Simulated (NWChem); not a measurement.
All runs are NWChem calculations. System: F4Ge, charge 0, spin multiplicity 1, at a geometry optimised with PBE0/def2-SVP. The structure started from a generated list of species. Level: CAM-B3LYP/def2-TZVP.

Job file:

```
start mol
memory heap 200 mb stack 900 mb global 1100 mb
geometry units angstroms nocenter noautoz
  F      0.000000     1.386484    -0.980388
  Ge     0.000000     0.000000     0.000000
  F      0.000000    -1.386484    -0.980388
  F      1.386484     0.000000     0.980387
  F     -1.386484     0.000000     0.980387
  symmetry group C2v
end
basis spherical
  * library def2-tzvp
end
dft
  xc xcamb88 1.00 lyp 0.81 vwn_5 0.19 hfexch 1.00
  cam 0.33 cam_alpha 0.19 cam_beta 0.46
  direct
  iterations 100
end
task dft energy
```

NWChem printed:

```
             Northwest Computational Chemistry Package (NWChem) 7.3.0
             --------------------------------------------------------

                                NWChem Input Module
                                -------------------

 Scaling coordinates for geometry "geometry" by  1.889725989
 (inverse scale =  0.529177249)

 Turning off AUTOSYM since
 SYMMETRY directive was detected!

                             Geometry "geometry" -> ""
                             -------------------------

 Output coordinates in angstroms (scale by  1.889725989 to convert to a.u.)

  No.       Tag          Charge          X              Y              Z
 ---- ---------------- ---------- -------------- -------------- --------------
    1 F                    9.0000     0.00000000     1.38648400    -0.98038800
    2 Ge                  32.0000     0.00000000     0.00000000     0.00000000
    3 F                    9.0000     0.00000000    -1.38648400    -0.98038800
    4 F                    9.0000     1.38648400     0.00000000     0.98038700
    5 F                    9.0000    -1.38648400     0.00000000     0.98038700

 Effective nuclear repulsion energy (a.u.)     451.7450977367

            Nuclear Dipole moment (a.u.)
            ----------------------------
        X                 Y               Z
 ---------------- ---------------- ----------------
     0.0000000000     0.0000000000    -0.0000340151

      Symmetry information
      --------------------

 Group name             C2v
 Group number             16
 Group order               4
 No. of unique centers     3

      Symmetry unique atoms

     1    2    4


 Summary of "ao basis" -> "" (spherical)
 ------------------------------------------------------------------------------
       Tag                 Description            Shells   Functions and Types
 ---------------- ------------------------------  ------  ---------------------
 *                         def2-tzvp                  on all atoms

                                 NWChem DFT Module
                                 -----------------

 Summary of "ao basis" -> "ao basis" (spherical)
 ------------------------------------------------------------------------------
       Tag                 Description            Shells   Functions and Types
 ---------------- ------------------------------  ------  ---------------------
 F                         def2-tzvp                11       31   5s3p2d1f
 Ge                        def2-tzvp                16       48   6s5p4d1f

 Summary of "ao basis" -> "ao basis" (spherical)
 ------------------------------------------------------------------------------
       Tag                 Description            Shells   Functions and Types
 ---------------- ------------------------------  ------  ---------------------
 F                         def2-tzvp                11       31   5s3p2d1f
 Ge                        def2-tzvp                16       48   6s5p4d1f

      Symmetry analysis of basis
      --------------------------

        a1         63
        a2         25
        b1         42
        b2         42

  int_init: cando_txs set to always be  F

            General Information
            -------------------
          SCF calculation type: DFT
          Wavefunction type:  closed shell.
          No. of atoms     :     5
          No. of electrons :    68
           Alpha electrons :    34
            Beta electrons :    34
          Charge           :     0
          Spin multiplicity:     1
          Use of symmetry is: on ; symmetry adaption is: on
          Maximum number of iterations: 100
          This is a Direct SCF calculation.
          AO basis - number of functions:   172
                     number of shells:    60
          Convergence on energy requested:  1.00D-06
          Convergence on density requested:  1.00D-05
          Convergence on gradient requested:  5.00D-04

              XC Information
              --------------
                     Hartree-Fock (Exact) Exchange  1.000
                   CAM-Becke88 Exchange Functional  1.000
                      VWN V Correlation Functional  0.190 local
              Lee-Yang-Parr Correlation Functional  0.810

           Range-Separation Parameters
           ---------------------------
           Alpha           :  0.19
           Beta            :  0.46
           Gamma           :  0.33
           Short-Range HF  :     F

             Grid Information
             ----------------
          Grid used for XC integration:  medium
          Radial quadrature: Mura-Knowles
          Angular quadrature: Lebedev.
          Tag              B.-S. Rad. Rad. Pts. Rad. Cut. Ang. Pts.
          ---              ---------- --------- --------- ---------
          F                   0.50       49           8.0       434
          Ge                  1.25      112           6.0       590
          Grid pruning is: on
          Number of quadrature shells:   210
          Spatial weights used:  Erf1

          Convergence Information
          -----------------------
          Convergence aids based upon iterative change in
          total energy or number of iterations.
          Levelshifting, if invoked, occurs when the
          HOMO/LUMO gap drops below (HL_TOL):  1.00D-02
          DIIS, if invoked, will attempt to extrapolate
          using up to (NFOCK): 10 stored Fock matrices.

                    Damping( 0%)  Levelshifting(0.5)       DIIS
                  --------------- ------------------- ---------------
          dE  on:    start            ASAP                start
          dE off:    2 iters        100 iters           100 iters

      Screening Tolerance Information
      -------------------------------
          Density screening/tol_rho:  1.00D-10
          AO Gaussian exp screening on grid/accAOfunc:  14
          CD Gaussian exp screening on grid/accCDfunc:  20
          XC Gaussian exp screening on grid/accXCfunc:  20
          Schwarz screening/accCoul:  1.00D-08

      Superposition of Atomic Density Guess
      -------------------------------------

 Sum of atomic energies:       -2472.97837582

      Non-variational initial energy
      ------------------------------

 Total energy =   -2473.407114
 1-e energy   =   -4353.542805
 2-e energy   =    1428.390594
 HOMO         =      -0.647092
 LUMO         =      -0.056967

      Symmetry analysis of molecular orbitals - initial
      -------------------------------------------------

  Numbering of irreducible representations:

     1 a1          2 a2          3 b1          4 b2

  Orbital symmetries:

     1 a1          2 a1          3 b1          4 b2          5 a1
     6 a1          7 b1          8 a1          9 b2         10 a1
    11 b1         12 b2         13 a1         14 a1         15 b1
    16 b2         17 a1         18 a2         19 a1         20 b2
    21 b1         22 a1         23 a1         24 b1         25 b2
    26 a1         27 a2         28 a1         29 b1         30 b2
    31 a1         32 b1         33 b2         34 a2         35 a1
    36 a1         37 b2         38 b1         39 a1         40 a1
    41 b2         42 b1         43 a1         44 a2

   convergence    iter        energy       DeltaE   RMS-Dens  Diis-err    time
 ---------------- ----- ----------------- --------- --------- ---------  ------
 d= 0,ls=0.0,diis     1  -2476.5900475085 -2.93D+03  6.92D-03  2.01D+00    22.3
 d= 0,ls=0.0,diis     2  -2476.5939257102 -3.88D-03  3.22D-03  2.25D+00    43.7
 d= 0,ls=0.0,diis     3  -2476.7475533155 -1.54D-01  4.97D-04  8.53D-02    66.9
 d= 0,ls=0.0,diis     4  -2476.7515380960 -3.98D-03  1.20D-04  4.63D-03    87.1
 d= 0,ls=0.0,diis     5  -2476.7516925599 -1.54D-04  3.03D-05  2.55D-04   102.1
  Resetting Diis
 d= 0,ls=0.0,diis     6  -2476.7517022539 -9.69D-06  5.87D-06  2.23D-06   114.8
 d= 0,ls=0.0,diis     7  -2476.7517024449 -1.91D-07  1.02D-06  1.60D-08   129.8

         Total DFT energy =    -2476.751702444900
      One electron energy =    -4350.815139004976
           Coulomb energy =     1543.448110061481
    Exchange-Corr. energy =     -121.129771238124
 Nuclear repulsion energy =      451.745097736720

 Numeric. integr. density =       67.999988270107

     Total iterative time =    126.9s

                  Occupations of the irreducible representations
                  ----------------------------------------------

                     irrep           alpha         beta
                     --------     --------     --------
                     a1               15.0         15.0
                     a2                3.0          3.0
                     b1                8.0          8.0
                     b2                8.0          8.0

                       DFT Final Molecular Orbital Analysis
                       ------------------------------------

 Vector   32  Occ=2.000000D+00  E=-5.250883D-01  Symmetry=b1
              MO Center=  7.5D-14,  1.2D-14,  4.8D-01, r^2= 3.1D+00
   Bfn.  Coefficient  Atom+Function         Bfn.  Coefficient  Atom+Function
  ----- ------------  ---------------      ----- ------------  ---------------
   118      0.257090  4 F  pz               149     -0.257090  5 F  pz
   121      0.205873  4 F  pz               152     -0.205873  5 F  pz
     6      0.181794  1 F  px                85      0.181794  3 F  px
   116     -0.181786  4 F  px               147     -0.181786  5 F  px
     9      0.145577  1 F  px                88      0.145577  3 F  px

 Vector   33  Occ=2.000000D+00  E=-5.250882D-01  Symmetry=b2
              MO Center=  2.6D-14,  5.8D-14, -4.8D-01, r^2= 3.1D+00
   Bfn.  Coefficient  Atom+Function         Bfn.  Coefficient  Atom+Function
  ----- ------------  ---------------      ----- ------------  ---------------
     8      0.257090  1 F  pz                87     -0.257090  3 F  pz
    11      0.205873  1 F  pz                90     -0.205873  3 F  pz
     7      0.181788  1 F  py                86      0.181788  3 F  py
   117     -0.181790  4 F  py               148     -0.181790  5 F  py
    10      0.145573  1 F  py                89      0.145573  3 F  py

 Vector   34  Occ=2.000000D+00  E=-5.250881D-01  Symmetry=a2
              MO Center=  1.6D-15,  1.4D-15, -9.4D-06, r^2= 3.3D+00
   Bfn.  Coefficient  Atom+Function         Bfn.  Coefficient  Atom+Function
  ----- ------------  ---------------      ----- ------------  ---------------
     6      0.257091  1 F  px                85     -0.257091  3 F  px
   117     -0.257089  4 F  py               148      0.257089  5 F  py
     9      0.205874  1 F  px                88     -0.205874  3 F  px
   120     -0.205872  4 F  py               151      0.205872  5 F  py
    12      0.140994  1 F  px                91     -0.140994  3 F  px

 Vector   35  Occ=0.000000D+00  E=-3.105124D-02  Symmetry=a1
              MO Center=  8.3D-17,  1.4D-16,  3.2D-07, r^2= 2.9D+00
   Bfn.  Coefficient  Atom+Function         Bfn.  Coefficient  Atom+Function
  ----- ------------  ---------------      ----- ------------  ---------------
    37      1.408424  2 Ge s                 36      0.486324  2 Ge s
     5     -0.311962  1 F  s                 84     -0.311962  3 F  s
   115     -0.311962  4 F  s                146     -0.311962  5 F  s
    35     -0.267023  2 Ge s                 34     -0.197185  2 Ge s
    13      0.185897  1 F  py                92     -0.185897  3 F  py

 Vector   36  Occ=0.000000D+00  E= 9.614241D-02  Symmetry=b2
              MO Center= -8.8D-16,  5.9D-16,  3.0D-01, r^2= 4.0D+00
   Bfn.  Coefficient  Atom+Function         Bfn.  Coefficient  Atom+Function
  ----- ------------  ---------------      ----- ------------  ---------------
    51      1.300679  2 Ge py                 5     -0.498660  1 F  s
    84      0.498660  3 F  s                 48      0.413141  2 Ge py
    14     -0.198424  1 F  pz                93      0.198424  3 F  pz
   123     -0.190205  4 F  py               154     -0.190205  5 F  py
    42     -0.152853  2 Ge py               117     -0.147589  4 F  py

 Vector   37  Occ=0.000000D+00  E= 9.614255D-02  Symmetry=b1
              MO Center= -4.1D-16, -2.6D-16, -3.0D-01, r^2= 4.0D+00
   Bfn.  Coefficient  Atom+Function         Bfn.  Coefficient  Atom+Function
  ----- ------------  ---------------      ----- ------------  ---------------
    50      1.300680  2 Ge px               115     -0.498661  4 F  s
   146      0.498661  5 F  s                 47      0.413141  2 Ge px
   124      0.198424  4 F  pz               155     -0.198424  5 F  pz
    12     -0.190205  1 F  px                91     -0.190205  3 F  px
    41     -0.152853  2 Ge px                 6     -0.147589  1 F  px

 center of mass
 --------------
 x =   0.00000000 y =   0.00000000 z =  -0.00000048

 moments of inertia (a.u.)
 ------------------
         521.677751678490           0.000000000000           0.000000000000
           0.000000000000         521.677751678490           0.000000000000
           0.000000000000           0.000000000000         521.680273044094

     Multipole analysis of the density
     ---------------------------------

     L   x y z        total         alpha         beta         nuclear
     -   - - -        -----         -----         ----         -------
     0   0 0 0     -0.000000    -34.000000    -34.000000     68.000000

     1   1 0 0      0.000000      0.000000      0.000000      0.000000
     1   0 1 0     -0.000000     -0.000000     -0.000000      0.000000
     1   0 0 1      0.000002      0.000018      0.000018     -0.000034

     2   2 0 0    -28.246945    -75.906602    -75.906602    123.566260
     2   1 1 0     -0.000000     -0.000000     -0.000000      0.000000
     2   1 0 1      0.000000      0.000000      0.000000      0.000000
     2   0 2 0    -28.246948    -75.906604    -75.906604    123.566260
     2   0 1 1     -0.000000     -0.000000     -0.000000      0.000000
     2   0 0 2    -28.246900    -75.905982    -75.905982    123.565065

 Task  times  cpu:      129.8s     wall:      129.8s

 Total times  cpu:      129.9s     wall:      129.9s
```
